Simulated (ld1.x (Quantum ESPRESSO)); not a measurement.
**Varying the TM potential for Co**

Base potential:

Co (Z = 27), norm-conserving Troullier–Martins (Kleinman–Bylander form), made with ld1.x (Quantum ESPRESSO) 7.5 (PBE, non-relativistic). Core [Ar], reference 3d7 4s2 4p0. Waves: 4s (bound): rc 2.05 bohr; 4p (bound, empty): rc 0.90 bohr; 3d (bound): rc 1.55 bohr. Local part: the d channel. Core correction: none.

Cutoffs, loose and tight: the cutoffs (Ry, on a coarse ladder) from which the occupation-weighted sum of valence levels, in a spherical-Bessel basis at the reference potential, stays within 10 and 1 mRy of its value at 400 Ry. They do not see the model core or the augmentation charge, which bear on the density cutoff. Test errors are all-electron minus pseudo excitation energies from the reference, over the configurations 3d7 4s1 4p0; 3d7 4s0 4p0; 3d6 4s0 4p0; 3d7.5 4s1.5 4p0; 3d8 4s0 4p0; 3d8 4s1 4p0; 3d6 4s2 4p1. A dash means not determined; rows that change the core or the reference have their own tests. The largest error is taken over the tests solved by every variant that gives reliable tests at all: 3d6 4s0 4p0; 3d7 4s0 4p0; 3d7 4s1 4p0; 3d7.5 4s1.5 4p0; 3d8 4s0 4p0; 3d8 4s1 4p0.

A true bound ghost makes a file unfit for plane-wave use even where its test errors are small: the radial tests pick states by their node count and pass the ghost by. Where a test does run into it, the solver fails or the error is huge.

For the base: The 4p radius (0.90 bohr) lies inside the outermost node of the all-electron wave (1.05 bohr), which a nodeless pseudo-wave cannot match soundly.

| change | outcome | cutoff, loose | cutoff, tight | bound ghosts | largest test error (meV) |
| --- | --- | --- | --- | --- | --- |
| base | generated | 110 Ry | 180 Ry | s, p | -175 |
| functional LDA (PZ) | generated | 110 Ry | 180 Ry | s, p | -195 |
| wave 4p (bound): rc 0.90 bohr becomes 4p (bound): rc 0.96 bohr | generated | 110 Ry | 180 Ry | p, s | -175 |
| wave 3d (bound): rc 1.55 bohr becomes 3d (bound): rc 1.88 bohr | generated | 80 Ry | 140 Ry | s, p | -135 |
| core [Ne], valence charge 17; reference 3s2 3p6 3d7 4s2 4p0; waves now 3p (bound): rc 1.20 bohr; 3d (bound): rc 1.20 bohr; 3s (bound): rc 0.80 bohr; local potential the s channel | generated | 230 Ry | over 300 Ry | none | -393 |
| scalar-relativistic | generated | 110 Ry | 180 Ry | s, p | -170 |

Problem. What comes out with this change to the base: local potential all-electron potential smoothed inside 1.90 bohr (lloc = -1)?

Solution. outcome: generated; cutoff, loose: 110 Ry; cutoff, tight: 180 Ry; bound ghosts: p; largest test error (meV): -177.

Problem. What comes out with this change to the base: type ultrasoft; waves now 4s (bound): rcut 1.80, rcutus 2.05 bohr; 4s channel at 0.8 Ry: rcut 1.80, rcutus 2.05 bohr; 4p (bound): rc 0.90 bohr; 4p channel at 3.15 Ry: rc 0.90 bohr; 3d (bound): rcut 1.35, rcutus 1.55 bohr; 3d channel at -0.3 Ry: rcut 1.35, rcutus 1.55 bohr; local potential all-electron potential smoothed inside 0.90 bohr (lloc = -1); augmentation PSQ, inside the norm-conserving radii?

Solution. outcome: generated; cutoff, loose: 45 Ry; cutoff, tight: 80 Ry; bound ghosts: s, p; largest test error (meV): +135.
